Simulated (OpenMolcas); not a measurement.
# Ni4+: effect of the basis set

| Item | Value |
| --- | --- |
| Program | OpenMolcas 26.06 |
| Method | MS-CASPT2, IPEA 0.25 Eh, imaginary shift 0.1 Eh (closed shells correlated: 3s 3p) |
| Active space | 6 electrons in 10 orbitals (3d 4d) |
| State averaging | 2S+1 = 5 even, 5 roots; 2S+1 = 3 even, 45 roots; 2S+1 = 1 even, 44 roots |
| Spin-orbit coupling | state interaction with AMFI integrals over the reference wave functions, term energies averaged over their components |

A. ANO-RCC-VTZP [6s5p3d2f1g], DKH2, point nucleus; CASPT2 step about 40 core-minutes
B. ANO-R2 [6s5p4d2f1g], X2C, finite nucleus; CASPT2 step roughly 27 core-minutes
C. ANO-RCC-VQZP [7s6p4d3f2g1h], DKH2, point nucleus; CASPT2 step of the order of 28 core-minutes

Energies in cm⁻¹ above 3d⁶ ⁵D₄, the measured ground level; measured values from Corliss and Sugar, J. Phys. Chem. Ref. Data 10, 197 (1981).

```json
{"Level": "3d⁶ ⁵D₄", "A": "0.0", "B": "0.0", "C": "0.0", "Measured": "0.0"}
{"Level": "3d⁶ ⁵D₃", "A": "821", "B": "820", "C": "821", "Measured": "890"}
{"Level": "3d⁶ ⁵D₂", "A": "1379", "B": "1378", "C": "1378", "Measured": "1490"}
{"Level": "3d⁶ ⁵D₁", "A": "1735", "B": "1733", "C": "1733", "Measured": "1872"}
{"Level": "3d⁶ ⁵D₀", "A": "1908", "B": "1906", "C": "1906", "Measured": "2058"}
{"Level": "3d⁶ ³P₂(1)", "A": "26900", "B": "26940", "C": "26510", "Measured": "26153"}
{"Level": "3d⁶ ³H₆", "A": "28070", "B": "28130", "C": "27670", "Measured": "27111"}
{"Level": "3d⁶ ³H₅", "A": "28430", "B": "28490", "C": "28030", "Measured": "27578"}
{"Level": "3d⁶ ³H₄", "A": "28640", "B": "28710", "C": "28240", "Measured": "27859"}
{"Level": "3d⁶ ³P₁(1)", "A": "29380", "B": "29430", "C": "29000", "Measured": "28698"}
{"Level": "3d⁶ ³F₄(1)", "A": "30040", "B": "30100", "C": "29610", "Measured": "29124"}
{"Level": "3d⁶ ³P₀(1)", "A": "30360", "B": "30400", "C": "29970", "Measured": "29640"}
{"Level": "3d⁶ ³F₃(1)", "A": "30440", "B": "30500", "C": "30010", "Measured": "29571"}
{"Level": "3d⁶ ³F₂(1)", "A": "30750", "B": "30810", "C": "30320", "Measured": "29899"}
{"Level": "3d⁶ ³G₅", "A": "34210", "B": "34260", "C": "33810", "Measured": "33256"}
{"Level": "3d⁶ ³G₄", "A": "34950", "B": "35000", "C": "34550", "Measured": "34062"}
{"Level": "3d⁶ ³G₃", "A": "35230", "B": "35280", "C": "34830", "Measured": "34416"}
{"Level": "3d⁶ ³D₁", "A": "42620", "B": "42620", "C": "42190", "Measured": "41701"}
{"Level": "3d⁶ ³D₂", "A": "42630", "B": "42630", "C": "42200", "Measured": "41627"}
{"Level": "3d⁶ ¹I₆", "A": "42670", "B": "42770", "C": "42050", "Measured": "41252"}
{"Level": "3d⁶ ³D₃", "A": "42920", "B": "42910", "C": "42480", "Measured": "41920"}
{"Level": "3d⁶ ¹G₄(1)", "A": "43820", "B": "43990", "C": "43260", "Measured": "42208"}
{"Level": "3d⁶ ¹S₀", "A": "49150", "B": "49230", "C": "48570", "Measured": "47700"}
{"Level": "3d⁶ ¹D₂", "A": "50420", "B": "50460", "C": "49850", "Measured": "48607"}
```

Deviations, from unrounded energies. A percentage is the sum of absolute deviations over the sum of measured energies, with the sign that they share, or ± where signs differ.

| Against measurement | Levels | A | B | C |
| --- | --- | --- | --- | --- |
| mean absolute deviation (cm-1) | 23 | 860 | 900 | 490 |
| fine structure of the ground term (%) | 4 | -7.4 | -7.5 | -7.4 |
| other terms of the ground configuration (%) | 19 | +2.9 | +3.1 | +1.6 |

C lies closest to measurement on these levels and B furthest from it. The largest miss of C in the table is 3d⁶ ¹D₂, by +1200 cm-1. The ranking rests on the paired levels alone, and a cruder setting can come out closer through cancelling errors.

Among A to C the level of the table that moves most is 3d⁶ ¹G₄(1), by 730 cm-1 (lowest in C, highest in B). Moves below CASPT2's spread within the term are not significant.

Term energies are means over components that CASPT2 splits; among the terms shown or strongly mixed into the levels shown the widest spread is 1200 cm-1 (3d⁶ ¹I, A). Active for correlation alone: 4d; no level in the range computed is led by a configuration that fills it, so any true level of that kind is missing. The CASPT2 spread within a term exceeds the gap to the next term for 3d⁶ ¹I and 3d⁶ ³D, so the order of their levels is uncertain. Computed and measured levels are paired by configuration, term and J; levels that our copy of the source lacks, or whose pairing is in doubt (as where it misses far off the trend of its configuration), stay unpaired and out of the deviations. Levels of configurations outside the active space are missing. Levels that lie high or do not pair safely by name in every column are left out.

A number in round brackets counts repeated terms of one configuration in the order of the reference energies.
